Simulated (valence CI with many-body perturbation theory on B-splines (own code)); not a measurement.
# Mg⁷⁺: fill in the table

Calculated by configuration interaction combined with many-body perturbation theory (CI+MBPT): three valence electrons over a frozen Dirac-Fock core [He], radial functions for each j: 11 s, 11 p, 9 d, 7 f, 5 g, 2 h, 1 i, with the one-electron correlation potential Σ1 (screened to all orders), the two-electron term Σ2, the three-electron term Σ3, Breit, model QED; selected single and double excitations, second order for the rest, scaled by the run's own slope (own B-spline code, finite nucleus).

No measured levels were compared; by estimate levels hold to about 100 cm⁻¹ or 0.05 % of their energy and the worst to 300 or 400 cm⁻¹, as in measured light ions of charge 2 to 7.

| Level | E (eV) |
| --- | --- |
| 2s2 2p 2P°_1/2 | 0.000 |
| 2s2 2p 2P°_3/2 | 0.409 |
| 2s 2p2 4P_1/2 | ? |
| 2s 2p2 4P_3/2 | 16.239 |
| 2s 2p2 4P_5/2 | 16.445 |
| 2s 2p2 2D_5/2 | 28.803 |
| 2s 2p2 2D_3/2 | ? |
| 2s 2p2 2S_1/2 | 37.003 |
| 2s 2p2 2P_1/2 | ? |
| 2s 2p2 2P_3/2 | 39.786 |
| 2p3 4S°_3/2 | ? |
| 2p3 2D°_5/2 | ? |
| 2p3 2D°_3/2 | 57.758 |
| 2p3 2P°_1/2 | ? |
| 2p3 2P°_3/2 | 65.089 |
| 2s2 3s 2S_1/2 | 150.098 |
| 2s2 3p 2P°_1/2 | 158.101 |
| 2s2 3p 2P°_3/2 | 158.207 |
| 2s2 3d 2D_3/2 | 165.612 |
| 2s2 3d 2D_5/2 | 165.639 |

Q: The levels stand in rising order. What does the calculation give for the missing energies?

A: 2s 2p2 4P_1/2 16.097; 2s 2p2 2D_3/2 28.808; 2s 2p2 2P_1/2 39.538; 2p3 4S°_3/2 51.282; 2p3 2D°_5/2 57.747; 2p3 2P°_1/2 65.065.
